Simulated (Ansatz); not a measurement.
`[OH][Ga]([OH])[SH]`. Charge 0, multiplicity 1. Geometry: relaxed with PBE0-D4/def2-TZVP. It is one conformer, not always the lowest.

```xyz
7

O    -1.767    0.259    0.049
Ga   -0.010    0.149    0.261
O     0.596    0.912    1.742
S     1.356   -0.834   -1.154
H    -2.095   -0.150   -0.754
H     1.546    0.846    1.855
H     0.374   -1.182   -2.001
```

Q: What is the dipole moment at r2SCAN/def2-TZVPP? (An estimate is asked.)

A: The calculation gave: 2.17 D, with components (0.60, -1.08, -1.78) D in this frame, pointing from negative to positive charge.

Q: And with PBE, B3LYP, ωB97M-V? (An estimate is asked.)

A: Computed: PBE 2.08 D, B3LYP 2.28 D, ωB97M-V 2.28 D.

Q: Give the Mulliken charges with r2SCAN, PBE, ωB97M-V in def2-TZVPP. (An estimate is asked.)

A: Computed: 
```csv
atom,r2SCAN,PBE,ωB97M-V
O1,-0.40,-0.34,-0.38
Ga2,0.60,0.49,0.59
O3,-0.41,-0.35,-0.39
S4,-0.26,-0.25,-0.25
H5,0.18,0.17,0.16
H6,0.19,0.18,0.16
H7,0.10,0.11,0.11
```

B3LYP here is the variant with VWN-RPA as its local correlation; programs differ in this.
